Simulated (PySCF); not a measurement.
## Polarisability and C₆ of Hg⁺ (mercury, charge +1)

[Xe] 4f14 5d10 6s1, 2S determinant. All numbers are calculated (PySCF 2.14, a scalar-relativistic core potential, in aug-cc-pVTZ-PP with one added diffuse shell each of s, p, d, f, g type with ECP60MDF (7s7p6d4f3g, 113 functions)). Coupled (time-dependent) response in atomic units; α is the mean over directions.

```csv
method,mean α (bohr³),C₆ (like pair),S(−4)
M06,19.58,143.5,160.8
```

S(−4) is the Cauchy moment in α(ω) = α(0) + S(−4) ω² + …

α(iu) at M06:

```csv
u (hartree),α(iu) (bohr³)
0,19.58
0.0500,19.19
0.100,18.16
0.200,15.31
0.300,12.68
0.500,9.133
0.750,6.643
1.00,5.141
1.50,3.397
2.00,2.420
3.00,1.398
5.00,0.6251
```

For an ion, C₆ is the dispersion term alone; charge-induced terms of lower order in 1/R come first.

Energies and moments cover only the electrons outside the core potential. Spin-orbit coupling, which splits the p, d and f shells strongly at this Z, is absent.
